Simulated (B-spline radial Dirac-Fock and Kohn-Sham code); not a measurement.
## I³⁺ in Watson spheres of different radius

Method: Dirac-Fock energy differences between relaxed states, corrected for Breit and QED terms. Computed with an atomic code on a B-spline grid. The ion, [Kr] 4d10 5s2 5p2, sits in a hollow sphere of charge Q = -3, a simple model of the Madelung potential. Inside the sphere an electron's potential energy is raised by the constant 14.40·|Q|/R eV, so binding energies fall by about that much as long as the orbitals stay inside.

```tsv
radius (Å)	14.40 |Q|/R (eV)	1s (eV)	2s (eV)	2p1/2 (eV)	2p3/2 (eV)	3s (eV)	3p1/2 (eV)	3p3/2 (eV)	3d3/2 (eV)	3d5/2 (eV)	4s (eV)	4p1/2 (eV)	4p3/2 (eV)	4d3/2 (eV)	4d5/2 (eV)	5s (eV)	5p (eV)
2	21.60	33190.5	5216.9	4875.0	4580.1	1097.4	956.0	899.3	652.9	641.4	217.3	166.0	155.0	71.09	69.38	29.23	17.23
2.4	18.00	33194.0	5220.4	4878.5	4583.7	1100.9	959.5	902.8	656.4	644.9	220.8	169.5	158.5	74.61	72.91	32.77	20.74
```

From the smallest to the largest radius 1s moves by +3.5 eV, while the constant potential alone would give +3.6 eV; the difference comes from charge outside the sphere and its screening.
